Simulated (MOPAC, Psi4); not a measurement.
Two rigid molecules brought together: F4Si ··· H3ClSi (SMILES F[Si](F)(F)F and [SiH3]Cl). Monomers: optimised at B3LYP-D3(BJ) (def2-TZVP), held rigid. Orientation: lowest of the rigid-body minima from ten starts at GFN2-xTB. The monomers approach along the line of their centres of mass (distance R); nothing else relaxes.

Geometry at R = 3.80 Å (first 5 atoms: monomer A):
```
10

F      1.5161    -0.2378    -0.3189
Si     0.0001     0.0000     0.0001
F     -0.2507     1.5283     0.2403
F     -0.8702    -0.4881    -1.2084
F     -0.3953    -0.8025     1.2869
Si    -1.3864    -3.9664    -0.1083
Cl     0.5931    -3.5799    -0.5574
H     -2.2358    -3.1447    -0.9923
H     -1.6226    -3.6153     1.3056
H     -1.6456    -5.4018    -0.3331
```

PBE-D3(BJ)/def2-TZVP, counterpoise-corrected (Psi4); SCS-MP2/aug-cc-pVDZ = DF-SCS-MP2/aug-cc-pVDZ, frozen core, counterpoise-corrected in Psi4 1.11; PM3, restricted, heats of formation (MOPAC); MP2/aug-cc-pVDZ = DF-MP2/aug-cc-pVDZ, frozen core, counterpoise-corrected (Psi4 1.11); PM6, restricted, heats of formation (MOPAC).

Interaction energies in kcal/mol (negative: bound); R is the distance of the centres of mass, d the F4···H8 distance.

```json
[
 {"R / Å": "3.18", "d / Å": "2.44", "PBE-D3(BJ)/def2-TZVP": "4.32", "SCS-MP2/aug-cc-pVDZ": "7.84", "PM3": "4.39", "MP2/aug-cc-pVDZ": "6.50", "PM6": "5.09"},
 {"R / Å": "3.40", "d / Å": "2.63", "PBE-D3(BJ)/def2-TZVP": "0.25", "SCS-MP2/aug-cc-pVDZ": "2.76", "PM3": "3.55", "MP2/aug-cc-pVDZ": "1.80", "PM6": "3.27"},
 {"R / Å": "3.57", "d / Å": "2.79", "PBE-D3(BJ)/def2-TZVP": "-1.18", "SCS-MP2/aug-cc-pVDZ": "0.81", "PM3": "3.31", "MP2/aug-cc-pVDZ": "0.07", "PM6": "2.58"},
 {"R / Å": "3.80", "d / Å": "2.99", "PBE-D3(BJ)/def2-TZVP": "-1.90", "SCS-MP2/aug-cc-pVDZ": "-0.40", "PM3": "2.79", "MP2/aug-cc-pVDZ": "-0.92", "PM6": "1.87"},
 {"R / Å": "4.03", "d / Å": "3.21", "PBE-D3(BJ)/def2-TZVP": "-1.94", "SCS-MP2/aug-cc-pVDZ": "-0.78", "PM3": "2.08", "MP2/aug-cc-pVDZ": "-1.16", "PM6": "1.39"},
 {"R / Å": "4.21", "d / Å": "3.37", "PBE-D3(BJ)/def2-TZVP": "-1.78", "SCS-MP2/aug-cc-pVDZ": "-0.83", "PM3": "1.55", "MP2/aug-cc-pVDZ": "-1.12", "PM6": "1.19"},
 {"R / Å": "4.52", "d / Å": "3.67", "PBE-D3(BJ)/def2-TZVP": "-1.38", "SCS-MP2/aug-cc-pVDZ": "-0.71", "PM3": "0.84", "MP2/aug-cc-pVDZ": "-0.90", "PM6": "1.03"},
 {"R / Å": "4.77", "d / Å": "3.90", "PBE-D3(BJ)/def2-TZVP": "-1.08", "SCS-MP2/aug-cc-pVDZ": "-0.57", "PM3": "0.47", "MP2/aug-cc-pVDZ": "-0.71", "PM6": "0.93"},
 {"R / Å": "5.33", "d / Å": "4.44", "PBE-D3(BJ)/def2-TZVP": "-0.58", "SCS-MP2/aug-cc-pVDZ": "-0.32", "PM3": "0.05", "MP2/aug-cc-pVDZ": "-0.39", "PM6": "0.67"},
 {"R / Å": "5.98", "d / Å": "5.07", "PBE-D3(BJ)/def2-TZVP": "-0.27", "SCS-MP2/aug-cc-pVDZ": "-0.17", "PM3": "-0.11", "MP2/aug-cc-pVDZ": "-0.20", "PM6": "0.41"},
 {"R / Å": "6.99", "d / Å": "6.05", "PBE-D3(BJ)/def2-TZVP": "-0.10", "SCS-MP2/aug-cc-pVDZ": "-0.07", "PM3": "-0.16", "MP2/aug-cc-pVDZ": "-0.08", "PM6": "0.18"},
 {"R / Å": "8.29", "d / Å": "7.33", "PBE-D3(BJ)/def2-TZVP": "-0.04", "SCS-MP2/aug-cc-pVDZ": "-0.03", "PM3": "-0.14", "MP2/aug-cc-pVDZ": "-0.03", "PM6": "0.07"}
]
```

Lowest grid point: PBE-D3(BJ)/def2-TZVP -1.94 kcal/mol at R = 4.03 Å; SCS-MP2/aug-cc-pVDZ -0.83 kcal/mol at R = 4.21 Å; PM3 -0.16 kcal/mol at R = 6.99 Å; MP2/aug-cc-pVDZ -1.16 kcal/mol at R = 4.03 Å; PM6 0.07 kcal/mol at R = 8.29 Å.
